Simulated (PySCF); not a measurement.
O₂Zr, multiplicity 1. Atoms are numbered in the order given.

```xyz
3

Zr     0.0000     0.0000    -0.2976
O      0.0000     1.4385     0.7441
O      0.0000    -1.4385     0.7441
```

Geometry optimised at B3LYP-D3(BJ)/def2-TZVP. The multiplicity is an assumed one; other spin states were not compared. The isomer is the one that the SMILES or the coordinates give; other isomers of the formula were not compared. The def2 effective core potentials stand for the cores of Zr; spin–orbit coupling is left out.

The numbers are results of B3LYP-D3(BJ)/def2-TZVP run with PySCF, not measurements.

Frequencies are harmonic and unscaled.

| mode | ν (cm⁻¹) | IR (km/mol) | Raman (Å⁴/amu) | depolarisation | moving atoms (share of kinetic energy) |
|---|---|---|---|---|---|
| 1 | 303 | 9.9 | 9.9 | 0.64 | O 87 %, Zr 13 % |
| 2 | 866 | 339.6 | 20.8 | 0.75 | O 81 %, Zr 19 % |
| 3 | 936 | 49.2 | 70.7 | 0.05 | O 87 %, Zr 13 % |
